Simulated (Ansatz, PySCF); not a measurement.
C4H4BN, SMILES C#CB(N)C#C.

The structure is a stationary point at r2SCAN-D4/def2-SVP. This is a generated structure with no PubChem entry under its InChIKey; it may be hypothetical. The values are those of a single conformer.

Vertical ionisation energy (IE) and electron affinity (EA) in eV. Rows of orbital energies are one-electron estimates. Where ΔSCF, EOM or ADC give a negative EA the extra electron is unbound and the value depends on the basis.

```json
[
 {"level": "−ε(HOMO), −ε(LUMO), ωB97X/def2-TZVP (PySCF)", "IE": "10.24", "EA": "-0.79"},
 {"level": "−ε(HOMO), −ε(LUMO), PBE/def2-TZVP (PySCF)", "IE": "6.59", "EA": "2.20"},
 {"level": "ΔSCF, CAM-B3LYP/def2-TZVPD (Ansatz), final states of multiplicity 2 and 2", "IE": "10.03", "EA": "-0.40"},
 {"level": "ΔSCF, PBE/def2-TZVPD (Ansatz), final states of multiplicity 2 and 2", "IE": "9.39", "EA": "-0.26"}
]
```

Problem. What vertical singlet–triplet gap does ΔSCF give with CAM-B3LYP/def2-TZVPD (Ansatz, a program for electronic structure) and with PBE/def2-TZVPD (Ansatz)? (Estimate from the structure and the level; the computed values follow.)

Solution. 4.52 and 4.07 eV (triplet above singlet where positive).
